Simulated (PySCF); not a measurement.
## Lu²⁺: ionisation energy

Lu²⁺ [Xe] 4f14 6s1 (2S) → Lu³⁺ [Xe] 4f14 (1S), as a difference of total energies. All numbers are calculated (PySCF 2.14, the spin-free X2C one-electron Hamiltonian (Gaussian nucleus), in x2c-TZVPPall with one added diffuse shell each of s, p, d type (12s8p8d2f2g, 108 functions)). Correlated levels: valence: [Kr] 4d10 frozen; valence and next inner shell: [Ar] 3d10 frozen. The calculations carry no spin-orbit coupling.

```json
{"method": "UHF", "ionisation energy (eV)": "19.955", "error (eV)": "-1.004"}
{"method": "LDA", "ionisation energy (eV)": "21.470", "error (eV)": "+0.511"}
{"method": "PBE", "ionisation energy (eV)": "21.231", "error (eV)": "+0.272"}
{"method": "PBE0", "ionisation energy (eV)": "20.974", "error (eV)": "+0.015"}
{"method": "r2SCAN", "ionisation energy (eV)": "20.845", "error (eV)": "-0.114"}
{"method": "M06-2X", "ionisation energy (eV)": "20.916", "error (eV)": "-0.043"}
{"method": "PW91", "ionisation energy (eV)": "21.278", "error (eV)": "+0.319"}
{"method": "revPBE", "ionisation energy (eV)": "21.089", "error (eV)": "+0.130"}
{"method": "MP2 (valence)", "ionisation energy (eV)": "20.928", "error (eV)": "-0.031"}
{"method": "SCS-MP2 (valence)", "ionisation energy (eV)": "20.751", "error (eV)": "-0.208"}
{"method": "MP2 (valence and next inner shell)", "ionisation energy (eV)": "20.980", "error (eV)": "+0.021"}
{"method": "SCS-MP2 (valence and next inner shell)", "ionisation energy (eV)": "20.793", "error (eV)": "-0.166"}
```

Reference: 20.959 eV (measured; NIST Atomic Spectra Database, ionization energies).

Errors of the correlated levels include the incompleteness of this basis and the frozen core.
